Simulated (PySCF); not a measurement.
Radial density of Mo²⁸⁺ (molybdenum, charge +28)

B97-3, [Ne] 3s2 3p2, high-spin 3P determinant. Computed with PySCF 2.14 in an even-tempered Gaussian basis (18 s from 3.6 bohr⁻², ratio 2.5; 12 p from 4.7 bohr⁻², ratio 2.5; 5 d from 20 bohr⁻², ratio 2.7; 4 f from 30 bohr⁻², ratio 2.7), with scalar relativity by spin-free X2C-1e.

```
r (bohr)  4πr²ρ (e/bohr)  4πr²(ρα − ρβ)
  0.0302           51.18         0.5605
  0.0507           42.92         1.7029
  0.0854           56.92         2.4367
   0.144           50.05         0.2043
   0.241           16.85         3.5201
   0.406           12.42         5.8534
   0.683          0.9145         0.4484
    1.15        0.002006         0.0007
```

Densities and radii are taken from the X2C orbitals without a picture-change correction, which distorts them close to the nucleus.

Spin-orbit coupling is strong in this species (close to jj coupling), so the high-spin LS determinant is a model state, not a physical level.
